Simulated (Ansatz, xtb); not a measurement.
# Relative energy of two isomers of C6H5F3

Structure X: `FC(F)(F)C1C=CC=C1`, a singlet. Structure Y: `FC(F)(F)C1=CCC=C1`, a singlet. Both are isolated molecules in the gas phase, relaxed with PBE-D3(BJ)/def2-SVP.

Quicker runs give these differences E(Y) − E(X): GFN2-xTB −13.30 kJ/mol; HF/STO-3G −6.97 kJ/mol (at GFN2-xTB geometries); r2SCAN-D4/def2-SVP −6.53 kJ/mol (at GFN2-xTB geometries).

Question: Estimate E(Y) − E(X) at the level CCSD(T)/def2-SVP + ΔMP2/def2-TZVPP.

Answer: CCSD(T)/def2-SVP + ΔMP2/def2-TZVPP gives E(Y) − E(X) = −0.46 kJ/mol, slightly favouring structure Y, which is too small a margin to settle the true order.

Level by level:

| level | geometry | E(Y) − E(X) (kJ/mol) | departure from the last row (kJ/mol) | job, with rough time for the two |
| --- | --- | --- | --- | --- |
| GFN2-xTB | GFN2-xTB | −13.30 | −12.85 | optimisation, 0.41 s |
| HF/STO-3G | GFN2-xTB | −6.97 | −6.52 | single point, 1.9 s |
| r2SCAN-D4/def2-SVP | GFN2-xTB | −6.53 | −6.07 | single point, 12 s |
| PBE-D3(BJ)/def2-SVP | PBE-D3(BJ)/def2-SVP | −7.05 | −6.60 | optimisation, 83 s |
| HF/def2-SVP | PBE-D3(BJ)/def2-SVP | −2.65 | −2.19 | part of the CCSD(T) run |
| MP2/def2-SVP | PBE-D3(BJ)/def2-SVP | −1.90 | −1.44 | part of the CCSD(T) run |
| CCSD(T)/def2-SVP | PBE-D3(BJ)/def2-SVP | −0.38 | +0.07 | single point |
| CCSD(T)/def2-SVP + ΔMP2/def2-TZVPP | PBE-D3(BJ)/def2-SVP | −0.46 |  | single point, 7.2 min |

As drawn, both hold the same kinds of bond in the same numbers.

The largest departure from CCSD(T)/def2-SVP + ΔMP2/def2-TZVPP is that of GFN2-xTB, 12.85 kJ/mol. The last row adds to CCSD(T) the change of the MP2 difference between the two basis sets, here −0.07 kJ/mol.

With thermal terms from frequencies at re-optimised GFN2-xTB minima (ideal gas, soft modes damped towards free rotors, one conformer each, 298.15 K, 1 atm): the zero-point term adds −1.25 kJ/mol; ΔH is −1.18 and ΔG −2.04 kJ/mol.

The correlated steps freeze 9 core orbitals. Programs: Ansatz 0.2.0, xtb 6.7.1; the last row on 2 threads of Intel(R) Xeon(R) Processor @ 2.50GHz (Skylake/Cascade Lake) on a shared host.
